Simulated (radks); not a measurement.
Values are calculated unless marked as measured or tabulated.
Spherical quantum dot in the effective-mass picture: electrons in a hard-walled sphere of radius 5.3, with a point charge +2 (a donor) at the centre, all in effective atomic units (hartree* = m*/eps^2 hartree, bohr* = eps/m* bohr), one dielectric constant everywhere. Level of theory: non-relativistic Kohn-Sham, r2SCAN, spin-polarised, spherical densities, generalised Kohn-Sham scheme (a radial shooting solver with Libxc functionals). Levels are named by radial order and angular momentum (1s, 1p, 1d, 2s, ...), and open shells are averaged over m.

N = 28, configuration 1s2 1p6 1d10 2s2 1f(up 7, down 1). This is the lowest configuration that the search found. Occupied and some empty levels:

level,occupation,eigenvalue (hartree*),<r> (bohr*)
1s up,1,6.0925,2.801
1s down,1,6.1181,2.240
1p up,3,6.2127,3.883
2s up,1,6.2339,2.014
2s down,1,6.2607,2.542
1p down,3,6.2667,3.856
1d up,5,6.3641,3.961
1d down,5,6.4232,3.944
1f up,7,6.5779,4.032
1f down,1,6.6426,4.020
1g up,0,6.8498,4.095
1g down,0,6.9205,4.088
2p up,0,7.1753,2.603
2p down,0,7.2037,2.591
2d up,0,7.5768,3.003
2d down,0,7.6169,2.997

Energy (hartree*): total 87.0348, kinetic 22.361, external -20.375, Hartree 95.189, exchange-correlation -10.140.

Electron density:

r (bohr*),n(r) (e/bohr*^3)
0.155,2.011
0.418,0.7387
0.682,0.2884
0.945,0.1190
1.21,0.05203
1.47,0.02493
1.74,0.01479
2.00,0.01268
2.26,0.01522
2.53,0.02141
2.79,0.03097
3.05,0.04347
3.32,0.05800
3.58,0.07205
3.85,0.08151
4.11,0.08160
4.37,0.06897
4.64,0.04517
4.90,0.01903
5.16,0.002305
